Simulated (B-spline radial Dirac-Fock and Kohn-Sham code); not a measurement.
**The L3 (2p3/2) hole of silver ions: width and yield against charge**

Level of theory: a relativistic independent-particle model: LDA orbitals of the hole state, radiative multipoles to third order, Auger rates from the Coulomb interaction with a continuum orbital, Dirac-Fock energies; an atomic code on a B-spline grid. Tabulated ground configurations, configuration averages; single configurations, so decays that open only by mixing (as 1s 2s² with 1s 2p² in Be-like ions) are missing and such tiny yields are far too low.

```csv
ion,configuration,radiative (eV),non-radiative (eV),yield
Ag,[Kr] 4d10 5s1,0.123,2.04,0.0569
Ag⁺,[Kr] 4d10,0.123,2.04,0.0569
Ag²⁺,[Kr] 4d9,0.123,2.04,0.0568
Ag³⁺,[Kr] 4d8,0.123,2.03,0.0568
Ag⁴⁺,[Kr] 4d7,0.122,2.03,0.0567
Ag⁵⁺,[Kr] 4d6,0.121,2.02,0.0566
Ag⁶⁺,[Kr] 4d5,0.121,2.01,0.0565
Ag⁷⁺,[Kr] 4d4,0.120,2.00,0.0564
```

Values without a named source are computed, but for edge energies of neutral atoms, which are taken from tables.
